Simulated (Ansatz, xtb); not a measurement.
# C3H10BeSi: which of two conformers lies lower

Structure a: `[BeH][C@H]([SiH3])CC`, a singlet. Structure b: `[BeH][C@H]([SiH3])CC`, a singlet. Both are isolated molecules in the gas phase, relaxed with PBE0-D3(BJ)/def2-SVP.

a (Å):

| atom | x (Å) | y (Å) | z (Å) |
| --- | --- | --- | --- |
| C | -1.6236 | -1.2087 | -0.5508 |
| C | -0.3837 | -0.2931 | -0.6142 |
| C | 0.6676 | -0.6207 | 0.4375 |
| Be | -1.2954 | -2.8559 | -0.6817 |
| Si | -2.9396 | -0.7055 | -1.7987 |
| H | -1.0452 | -4.1645 | -0.7992 |
| H | -2.1187 | -1.0855 | 0.4377 |
| H | -2.4354 | -0.8639 | -3.2012 |
| H | -3.3494 | 0.7266 | -1.6278 |
| H | -4.1619 | -1.5602 | -1.6531 |
| H | 0.0752 | -0.3598 | -1.6171 |
| H | -0.6813 | 0.7660 | -0.5026 |
| H | 1.5296 | 0.0620 | 0.3807 |
| H | 0.2482 | -0.5452 | 1.4537 |
| H | 1.0533 | -1.6482 | 0.3175 |

b (Å):

```tsv
atom	x (Å)	y (Å)	z (Å)
C	0.2835	0.3565	-2.7150
C	-0.9428	-0.5735	-2.8571
C	-1.9139	-0.4930	-1.6871
Be	1.2038	0.0868	-1.3297
Si	-0.1411	2.1866	-2.8762
H	1.9439	-0.1321	-0.2373
H	0.9752	0.1832	-3.5670
H	1.1179	2.9858	-3.0193
H	-1.0036	2.4390	-4.0774
H	-0.8718	2.7247	-1.6839
H	-1.4894	-0.3468	-3.7911
H	-0.6017	-1.6177	-2.9661
H	-1.4243	-0.7620	-0.7345
H	-2.3229	0.5228	-1.5642
H	-2.7658	-1.1767	-1.8214
```

Task: Which of the two would you expect CCSD(T)/def2-SVP + ΔMP2/def2-TZVPP electronic energies to favour?

Result: Too close to call at this level: CCSD(T)/def2-SVP + ΔMP2/def2-TZVPP gives E(b) − E(a) = +0.61 kcal/mol.

How the difference moves with the method:

| level | geometry | E(b) − E(a) (kcal/mol) | departure from the last row (kcal/mol) | job, with rough time for the two |
| --- | --- | --- | --- | --- |
| PBE0-D3(BJ)/def2-SVP | PBE0-D3(BJ)/def2-SVP | +0.40 | −0.22 | optimisation, 92 s |
| HF/def2-SVP | PBE0-D3(BJ)/def2-SVP | +1.03 | +0.41 | part of the CCSD(T) run |
| MP2/def2-SVP | PBE0-D3(BJ)/def2-SVP | +0.69 | +0.08 | part of the CCSD(T) run |
| CCSD(T)/def2-SVP | PBE0-D3(BJ)/def2-SVP | +0.68 | +0.06 | single point |
| CCSD(T)/def2-SVP + ΔMP2/def2-TZVPP | PBE0-D3(BJ)/def2-SVP | +0.61 |  | single point, 43 s |

The largest departure from CCSD(T)/def2-SVP + ΔMP2/def2-TZVPP is that of HF/def2-SVP, 0.41 kcal/mol. Levels run at GFN2-xTB geometries aren't shown. The last row adds to CCSD(T) the change of the MP2 difference between the two basis sets, here −0.06 kcal/mol.

With harmonic frequencies from PBE0-D3(BJ)/def2-SVP (ideal gas, rigid rotor, one conformer each, 298.15 K, 1 atm): on the last row, ΔE + ΔZPE = +0.67, ΔH = +0.66, ΔG = +0.61 kcal/mol.

The correlated steps freeze 8 core orbitals; the last core shell of Be is correlated, in a basis made for valence electrons. Programs: Ansatz 0.2.0; the last row on 2 threads of Intel(R) Xeon(R) Processor @ 2.70GHz on a shared host.
